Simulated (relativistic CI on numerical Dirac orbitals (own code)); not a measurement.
**Ligand-field terms of d3**

Computed with a parametric ligand-field model of a d^n configuration (Racah B and C, spin-orbit zeta, crystal field), exact diagonalisation.

Field parameters in Wybourne normalisation: Oh B⁴₀ = 21Dq, B⁴₄ = √(5/14) B⁴₀. The field is a parameter set, without covalency.

B = 780 cm⁻¹, C = 3910 cm⁻¹ (C/B = 5.01), Oh, no spin-orbit coupling. Tanabe-Sugano data, E/B above the lowest term (Δ = |10Dq|; b, c mark the second and third term of a kind):

```tsv
Δ/B	4A2	4T2	4T1	4T1(b)	2E	2T1	2T2
1.0	0.00	1.00	1.79	16.21	19.95	20.01	20.39
3.0	0.00	3.00	5.29	18.71	20.82	21.24	22.88
5.0	0.00	5.00	8.68	21.32	21.23	21.89	25.11
7.0	0.00	7.00	11.92	24.08	21.50	22.28	27.01
9.0	0.00	9.00	15.00	27.00	21.69	22.53	28.48
11.0	0.00	11.00	17.92	30.08	21.84	22.72	29.55
13.0	0.00	13.00	20.68	33.32	21.96	22.86	30.40
15.0	0.00	15.00	23.29	36.71	22.07	22.97	31.11
17.0	0.00	17.00	25.79	40.21	22.16	23.06	31.72
19.0	0.00	19.00	28.19	43.81	22.24	23.14	32.26
21.0	0.00	21.00	30.51	47.49	22.32	23.20	32.75
23.0	0.00	23.00	32.78	51.22	22.38	23.26	33.18
25.0	0.00	25.00	35.00	55.00	22.45	23.30	33.56
27.0	0.00	27.00	37.18	58.82	22.50	23.35	33.92
29.0	0.00	29.00	39.34	62.66	22.56	23.39	34.23
31.0	0.00	31.00	41.47	66.53	22.60	23.42	34.52
33.0	0.00	33.00	43.58	70.42	22.65	23.45	34.79
35.0	0.00	35.00	45.68	74.32	22.69	23.48	35.03
37.0	0.00	37.00	47.77	78.23	22.73	23.50	35.25
39.0	0.00	39.00	49.84	82.16	22.77	23.53	35.46
41.0	0.00	41.00	51.91	86.09	22.81	23.55	35.65
43.0	0.00	43.00	53.97	90.03	22.84	23.57	35.82
45.0	0.00	45.00	56.03	93.97	22.87	23.58	35.98
47.0	0.00	47.00	58.08	97.92	22.90	23.60	36.13
```

The ground term stays 4A2.
